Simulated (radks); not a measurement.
The arsenic ion As2+ inside a hard spherical wall (all orbitals vanish at R), configuration held at [Ar] 3d10 4s2 4p1 and not refilled when levels cross. Calculated with a radial shooting solver on a logarithmic mesh with Libxc functionals: scalar-relativistic Kohn-Sham, LDA (Slater exchange, VWN5 correlation), spin-polarised, spherical densities, finite nucleus; open shells are filled with parallel spins first; Fermi nuclear charge, rms radius 4.0968 fm. Eigenvalues in eV for spin up, with the zero of energy where the potential of the charges vanishes at infinity; a dash marks a level that is unbound or too diffuse for the functional's potential to be trusted. A positive occupied level is held by the wall or, in an anion where self-interaction has pushed it up, behind a barrier. The pressure on the wall is -dE/dV.

| R (bohr) | E (hartree) | kinetic (hartree) | e(3p) | e(3d) | e(4s) | e(4p) | e(5s, empty) | e(4d, empty) | pressure (GPa) |
|---|---|---|---|---|---|---|---|---|---|
| free | -2256.75117 | 2299.383 | -154.87 | -62.302 | -34.209 | -23.389 | -10.726 | -10.300 | 0 |
| 20 | -2256.75117 | 2299.383 | -154.87 | -62.302 | -34.209 | -23.389 | -10.726 | -10.300 | < 0.0001 |
| 10 | -2256.75117 | 2299.383 | -154.87 | -62.302 | -34.209 | -23.389 | -10.704 | -10.294 | < 0.0001 |
| 6 | -2256.75014 | 2299.395 | -154.82 | -62.254 | -34.174 | -23.337 | -8.748 | -9.668 | 0.145 |
| 4 | -2256.68305 | 2299.870 | -153.47 | -60.938 | -33.006 | -21.529 | 5.999 | -4.344 | 20.3 |
| 3 | -2256.23347 | 2302.053 | -149.21 | -56.789 | -27.485 | -13.823 | 42.530 | 9.433 | 275 |
| 2.5 | -2255.27900 | 2305.864 | -143.77 | -51.426 | -17.520 | -1.172 | 90.457 | 27.784 | 1190 |
| 2 | -2252.17684 | 2316.997 | -131.83 | -39.167 | 11.145 | 32.379 | 197.94 | 69.231 | 6470 |
